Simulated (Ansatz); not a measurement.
Question: Name a neutral molecule of Ge, O, S, Si and H with HOMO–LUMO gap (PBE/def2-TZVPP) between 5.05 and 5.35 eV and size of the dipole moment (ωB97M-V/def2-TZVPP) between 1.75 and 2.05 D (Ansatz, PBE0-D4/def2-TZVP geometry).

Answer: `O[SiH](S)[GeH3]` (5.31 eV, 1.84 D). Other molecules can fit too; these were computed, each in one conformer that needn't be the lowest.
